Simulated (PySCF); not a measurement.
SMILES C[Si](C)(O)[Si](C)(O)O, GFN2-xTB optimised geometry.

```
20

Si    -1.09     0.22     0.00
C     -2.00    -0.64    -1.42
O     -1.80    -0.48     1.30
O     -1.40     1.84     0.00
Si     1.21     0.22     0.00
C      2.00    -1.40     0.62
C      1.90     0.62    -1.74
O      1.77     1.31     1.09
H     -1.73    -1.69    -1.49
H     -3.08    -0.60    -1.28
H     -1.77    -0.18    -2.38
H     -1.49    -0.31     2.19
H     -2.29     2.17    -0.03
H      1.75    -2.23    -0.03
H      3.08    -1.31     0.65
H      1.66    -1.65     1.62
H      1.49     1.55    -2.12
H      1.66    -0.16    -2.45
H      2.98     0.72    -1.71
H      1.51     2.23     1.03
```

Density from CAM-B3LYP/def2-SVP run with PySCF at that geometry.

Minimum of the electron density along straight lines between bonded atoms, close to the bond critical point (lines longer than 1.1 times the sum of covalent radii, or with two minima, are not listed):

| bond | length / Å | ρ at the minimum / e bohr⁻³ | ∇²ρ there / e bohr⁻⁵ | position (fraction from the first atom) |
|---|---|---|---|---|
| Si1–C2 | 1.899 | 0.113 | 0.32 | 0.38 |
| Si1–O3 | 1.641 | 0.125 | 1.03 | 0.41 |
| Si1–O4 | 1.648 | 0.123 | 1.00 | 0.41 |
| Si5–C6 | 1.904 | 0.112 | 0.31 | 0.38 |
| Si5–C7 | 1.912 | 0.110 | 0.32 | 0.38 |
| Si5–O8 | 1.643 | 0.124 | 1.02 | 0.41 |
| C2–H9 | 1.084 | 0.273 | -0.99 | 0.63 |
| C2–H10 | 1.086 | 0.271 | -0.97 | 0.63 |
| C2–H11 | 1.085 | 0.272 | -0.98 | 0.62 |
| O3–H12 | 0.953 | 0.355 | -2.46 | 0.82 |
| O4–H13 | 0.955 | 0.352 | -2.39 | 0.82 |
| C6–H14 | 1.085 | 0.272 | -0.98 | 0.62 |
| C6–H15 | 1.085 | 0.272 | -0.99 | 0.63 |
| C6–H16 | 1.085 | 0.272 | -0.98 | 0.63 |
| C7–H17 | 1.087 | 0.271 | -0.97 | 0.62 |
| C7–H18 | 1.085 | 0.272 | -0.97 | 0.62 |
| C7–H19 | 1.087 | 0.271 | -0.98 | 0.63 |
| O8–H20 | 0.953 | 0.355 | -2.45 | 0.82 |
